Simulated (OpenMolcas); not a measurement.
# Ge2+: from RASSCF to RASPT2

* Program: OpenMolcas 26.06
* Basis: ANO-RCC [10s9p8d5f2g]
* Scalar Hamiltonian: DKH2, point nucleus
* Active space: 2 electrons in 9 orbitals (RAS2 4s 4p; RAS3 4d, at most 2 electrons)
* State averaging: 2S+1 = 3 even, 3 roots; 2S+1 = 1 even, 7 roots; 2S+1 = 3 odd, 3 roots; 2S+1 = 1 odd, 3 roots
* Spin-orbit coupling: RASSI with atomic mean-field integrals over the reference wave functions, term energies averaged over their components

Methods on the same reference wave functions:
A. RASSCF
B. SS-RASPT2, IPEA 0.25 Eh, imaginary shift 0.1 Eh (closed shells correlated: 3d)
C. MS-RASPT2, IPEA 0.25 Eh, imaginary shift 0.1 Eh (closed shells correlated: 3d)

Energies in cm-1 above 4s2 1S0, the measured ground level; measured values from Sugar and Musgrove, J. Phys. Chem. Ref. Data 22, 1213 (1993).

| Level | A | B | C | Measured |
| --- | --- | --- | --- | --- |
| 4s2 1S0 | 0.0 | 0.0 | 0.0 | 0.0 |
| 4s 4p 3P* 0 | 56909 | 61070 | 61340 | 61734 |
| 4s 4p 3P* 1 | 57573 | 61730 | 62000 | 62500 |
| 4s 4p 3P* 2 | 58971 | 63140 | 63400 | 64144 |
| 4s 4p 1P* 1 | 91460 | 91250 | 91520 | 91873 |
| 4p2 1D2 | 137618 | 144180 | 144440 | 144975 |
| 4p2 3P0 | 142744 | 147310 | 147570 | 147685 |
| 4p2 3P1 | 143512 | 148100 | 148360 | 148640 |
| 4p2 3P2 | 144916 | 149530 | 149800 | 150372 |

Deviations, from unrounded energies. A percentage is the sum of absolute deviations over the sum of measured energies, with the sign that they share, or ± where signs differ.

```csv
Against measurement,Levels,A,B,C
mean absolute deviation (cm-1),8,4800,700,440
other configurations (%),8,-4.4,-0.6,-0.4
```

C lies closest to measurement on these levels and A furthest from it. The largest miss of C in the table is 4s 4p 3P* 2, by -740 cm-1. The ranking rests on the paired levels alone, and a cruder setting can come out closer through cancelling errors.

Between B and C the level of the table that moves most is 4p2 1D2, by 260 cm-1 (lowest in B, highest in C). Moves below CASPT2's spread within the term are not significant.

The lowest spin-free term lies below A's lowest term by 0.464 hartree in B, 0.465 hartree in C.

CASPT2 breaks the degeneracy within a term, and the mean is taken; among the terms shown or strongly mixed into the levels shown the widest spread is 58 cm-1 (4p2 1D, C). Configurations are named by rounded mean occupations; where the s occupation lies near a half they are strongly mixed, a name can repeat and a true partner stay unpaired. Active for correlation alone: 4d; no level in the range computed is led by a configuration that fills it, so any true level of that kind is missing. Some terms mix strongly with configurations of 4d, whose occupation reaches 0.34 (4p2 1D). Computed and measured levels are paired by configuration, term and J; levels that our copy of the source lacks, or whose pairing is in doubt (as where it misses far off the trend of its configuration), stay unpaired and out of the deviations. Only configurations of the active space appear. The table leaves out levels that lie high or whose names do not pair safely across all columns.

* marks odd parity.
